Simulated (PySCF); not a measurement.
# Radial density of Hf (hafnium, neutral)

UHF, [Xe] 4f14 5d3 6s1, high-spin 5F determinant (an excited configuration). Calculation: PySCF 2.14, in aug-cc-pVDZ-PP with ECP60MDF; a scalar-relativistic core potential. This is the valence pseudo-density: the core potential removes the inner electrons and smooths the orbitals near the nucleus.

```
r (bohr)  4πr²ρ (e/bohr)  4πr²(ρα − ρβ)
   0.141       2.681e-05         0.0000
   0.237       0.0001185         0.0000
   0.398         0.02134         0.0014
   0.670           2.187         0.0665
    1.13           9.050         0.6521
    1.90           3.667         1.3942
    3.19           1.033         0.9793
    5.36          0.1979         0.1977
    9.02        0.005658         0.0057
```

Energies and moments cover only the electrons outside the core potential. Spin-orbit coupling, absent here, splits the open shell strongly.
